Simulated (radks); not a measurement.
Spin polarisation of the 5d2 shell in Hf. Start: [Xe] 4f14 5d(up 1, down 1) 6s2; electrons of 5d are moved from spin down to spin up, other shells keep equal spins. All-electron calculation, scalar-relativistic Kohn-Sham, r2SCAN, spin-polarised, spherical densities, finite nucleus; meta-GGA in the generalised Kohn-Sham scheme; Fermi nuclear charge, rms radius of each element as measured or else 0.836 A^(1/3) + 0.57 fm. Program: a radial shooting solver on a logarithmic mesh with Libxc functionals.

| moment (Bohr magnetons) | E - E(0) (eV) | e(5d up) (eV) | e(5d down) (eV) | 6s down minus up (eV) | 4f down minus up (eV) |
|---|---|---|---|---|---|
| 0 | 0.000 | -2.589 | -2.589 | 0.000 | 0.000 |
| 0.5 | -0.047 | -2.765 | -2.387 | 0.203 | 0.043 |
| 1 | -0.190 | -2.921 | -2.154 | 0.419 | 0.085 |
| 1.5 | -0.431 | -3.059 | -1.898 | 0.659 | 0.127 |
| 2 | -0.767 | -3.177 | -1.666 | 0.930 | 0.169 |

At moment 2 the spin-polarisation energy is -0.767 eV and the 5d exchange splitting 1.511 eV, that is 0.755 eV per Bohr magneton; E = -I m^2/4 would give I = 0.767 eV.
